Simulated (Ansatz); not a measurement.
Species: sum formula H$_{6}$Si$_{2}$O (charge 0, singlet). 
Structure (B3LYP-D3(BJ)/def2-TZVP (Ansatz, a first-principles code) minimum search):
SMILES: [SiH3]O[SiH3]
```xyz
9

Si     1.5118     0.1910     0.4197
O      0.0885    -0.0525    -0.3506
Si    -1.5428    -0.1727    -0.2969
H      1.5185     1.5233     1.0684
H      1.7159    -0.8506     1.4536
H      2.5993     0.1196    -0.5787
H     -2.0337    -0.4553    -1.6621
H     -2.1310     1.0969     0.1908
H     -1.9430    -1.2713     0.6133
```

Quantity: vertical ionisation energy (to the doublet state of charge +1; each state is the SCF solution reached for its spin; for the doublet T1 is 0.063), in eV. Cores are frozen in the correlated levels unless marked. UHF or UKS for open shells. No spin-orbit coupling. Non-relativistic. CBS marks a two-point X^-3 extrapolation of the correlation energy; Hartree-Fock from the larger set. The bracket is a focal-point correction in the basis named.

```csv
level,program,vertical ionisation energy (eV)
SVWN5/def2-TZVPD,Ansatz,…
PBE0/def2-TZVPD,Ansatz,10.76
wB97M-V/def2-TZVPD,Ansatz,…
SCS-MP2/aug-cc-pV(D+d)Z,Ansatz,11.87
"RI-MP2/CBS(aug-cc-pV(T+d)Z,aug-cc-pV(Q+d)Z)+[CCSD(T)-MP2]/aug-cc-pV(T+d)Z",Ansatz,11.51
```

Question: What belongs in the gaps?

Answer: 
- SVWN5/def2-TZVPD, vertical ionisation energy (eV): 10.34
- wB97M-V/def2-TZVPD, vertical ionisation energy (eV): 11.12
